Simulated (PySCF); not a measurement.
# Where the electron goes

Compound: cyclo-(GeH2)4.
Z-matrix (Å and degrees, PBE0-D3(BJ)/def2-SVP geometry), rows numbered from 1:
```
Ge
H   1  1.5416
H   1  1.5421  2  108.51
Ge  1  2.4544  2  114.57  3   129.39
H   4  1.5419  1  114.51  2    -0.69
H   4  1.5428  1  114.11  2  -126.44
Ge  4  2.4556  1   90.14  2   116.94
H   7  1.5419  4  114.00  1   116.92
H   7  1.5415  4  114.78  1  -116.98
Ge  7  2.4552  4   89.88  1     0.28
H  10  1.5416  1  114.77  2     0.63
H  10  1.5422  1  113.89  2   126.66
```

Computed, not measured: PySCF 2.14.0, density-fitted response routines, TDDFT CAM-B3LYP/def2-SVPD, vertical, gas phase, core orbitals frozen in the response. The CAM-B3LYP/def2-SVPD calculation is non-relativistic and has no spin–orbit coupling, an omission that weighs most on germanium.

Kohn–Sham orbitals with the atoms that hold most of them (Löwdin shares over 4%, at most four atoms):

```json
{"orbital": "HOMO-3", "ε (eV)": "-10.42", "atoms": "Ge4 12%, Ge1 12%, Ge10 12%, Ge7 12%"}
{"orbital": "HOMO-2", "ε (eV)": "-8.78", "atoms": "Ge1 23%, Ge7 22%, Ge4 14%, Ge10 13%"}
{"orbital": "HOMO-1", "ε (eV)": "-8.77", "atoms": "Ge4 23%, Ge10 22%, Ge7 14%, Ge1 13%"}
{"orbital": "HOMO", "ε (eV)": "-8.45", "atoms": "Ge10 22%, Ge1 22%, Ge7 21%, Ge4 21%"}
{"orbital": "LUMO", "ε (eV)": "0.16", "atoms": "Ge4 18%, Ge7 18%, Ge10 18%, Ge1 18%"}
{"orbital": "LUMO+1", "ε (eV)": "0.18", "atoms": "Ge7 18%, Ge1 18%, Ge4 18%, Ge10 18%"}
{"orbital": "LUMO+2", "ε (eV)": "0.18", "atoms": "Ge10 18%, Ge4 18%, Ge7 18%, Ge1 18%"}
```

Question: The HOMO–LUMO gap is 8.61 eV. Where does the response calculation put the lowest singlet, and from which orbitals?

Answer: S1 is at 5.26 eV (f = 0.0000), 3.35 eV below the gap, made of HOMO→LUMO (98%). Without the coupling terms of the response equations the lowest excitation would equal the gap.

Next come S2 at 5.80 eV (f 0.0000), HOMO-1→LUMO+1/LUMO+2 (≥55%), HOMO-2→LUMO+1/LUMO+2 (≥38%); S3 at 5.83 eV (f 0.0000), HOMO-1→LUMO (74%), HOMO-2→LUMO+1/LUMO+2 (≥13%); S4 at 5.83 eV (f 0.0000), HOMO-2→LUMO+1/LUMO+2 (≥32%), HOMO-1→LUMO+1/LUMO+2 (≥24%), HOMO-1→LUMO (23%); S5 at 5.84 eV (f 0.0000), HOMO-2→LUMO (97%).

Orbitals of the list HOMO-3 to LUMO+2 that lie within 0.01 eV of each other are written together with a slash and their weights summed (≥ marks a lower bound); for degenerate orbitals outside that list single weights are arbitrary.

Hardware: one thread, Intel Xeon at 2.60 GHz (x86_64), shared host. Cost: 3.9 min of wall time (with the writing of density and orbital grids), 1.4 GiB resident at most.

One conformer stands for the species.
